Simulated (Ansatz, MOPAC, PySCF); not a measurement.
Molecule: CH3BI2, charge 0, multiplicity 1. SMILES: IB(C)I
Geometry: optimised at B3LYP-D3(BJ)/def2-TZVP (Ansatz, a quantum-chemistry and plane-wave program).

Quantity: vertical electron affinity to the doublet, in eV. Set-up: STO-3G and 3-21G all-electron and non-relativistic; frozen cores in correlated levels (noble-gas shells and the d and f shells of earlier blocks); PM7 with its own dispersion and hydrogen-bond terms; no spin-orbit coupling; six Cartesian d functions in 6-31G* and its kin unless marked 5d; LANL2DZ with its own core potentials from Na on; UHF or UKS for open shells; def2 sets with scalar-relativistic core potentials past Kr; each state is the SCF solution reached for its charge and spin; dispersion terms only where a functional's name holds one. First-principles rows: single points at B3LYP-D3(BJ) geometries (Ansatz). Semi-empirical rows: differences of heats of formation at the shared geometry for vertical values. Sets without +, aug- or the D of def2-TZVPD hold no diffuse functions, which anions need.

| level | program | vertical electron affinity to the doublet (eV) |
|---|---|---|
| AM1 | MOPAC | 1.53 |
| PM3 | MOPAC | 3.29 |
| PM6 | MOPAC | 2.71 |
| PM7 | MOPAC | 2.70 |
| MNDO | MOPAC | 1.76 |
| HF/6-31G* with LANL2DZ past Ar | Ansatz | -0.36 |
| PBE/6-31G* with LANL2DZ past Ar | Ansatz | -0.05 |
| B3LYP/STO-3G | Ansatz | -3.14 |
| B3LYP/3-21G | Ansatz | -0.12 |
| B3LYP/6-31G* with LANL2DZ past Ar | Ansatz | -0.03 |
| M06-2X/6-31G* with LANL2DZ past Ar (5d) | PySCF | 0.06 |
| MP2/6-31G* with LANL2DZ past Ar | Ansatz | -0.55 |
| PBE/def2-TZVPD | Ansatz | 0.41 |

No value to compare with is used here. The 12 habitual levels span -3.14 (B3LYP/STO-3G) to 3.29 eV (PM3); PBE/def2-TZVPD gives 0.41.

The levels are drawn from those run, B3LYP/6-31G* more often than the rest, none by its result; left out are runs that failed, that the program found above a lower state of the same kind, or whose <S^2> lies over 0.5 above the pure value.
